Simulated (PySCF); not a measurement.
# Spin states and ions at one geometry of [Cs2]−

PySCF 2.14.0, UKS PBE, Cs def2-SVP with ECP46; non-relativistic Hamiltonian with scalar-relativistic core potentials where named; density fitting; no spin-orbit coupling; singlets restricted, open shells unrestricted. The geometry is relaxed for charge -1, doublet, vacuum:

```xyz
2

Cs    0.0000    0.0000    2.6495
Cs    0.0000    0.0000   -2.6495
```

Energies count from the relaxed state; an electron taken off or put on is at rest in vacuum. Charges and spins are Mulliken's.

```csv
state,energy (eV),spin squared,charge on Cs1 (e),spin on Cs1 (e),dipole about the centre of mass (D)
"charge -1, doublet, vacuum",0.00,0.79,-0.50,0.50,0.00
"charge -1, quartet, vacuum",0.83,3.75,-0.50,1.50,0.00
"charge 0, singlet, vacuum",0.56,0.00,0.00,0.00,0.00
```

**Question.** What does the state charge 0, triplet, vacuum give?

**Answer.** energy (eV) 1.01, spin squared 2.00, charge on Cs1 (e) 0.00, spin on Cs1 (e) 1.00, dipole about the centre of mass (D) 0.00.

With an electron taken off (singlet, the lower of the two states computed) the charges change, summed by element, by Cs +1.00 e. The vertical ionisation energy is 0.56 eV, against −ε(HOMO) = -0.47 eV over both spins of the relaxed state. The level lies 1.0 eV too high, as is usual for semilocal functionals and global hybrids, which keep a self-interaction error.

Open shells may have lower solutions than those found.
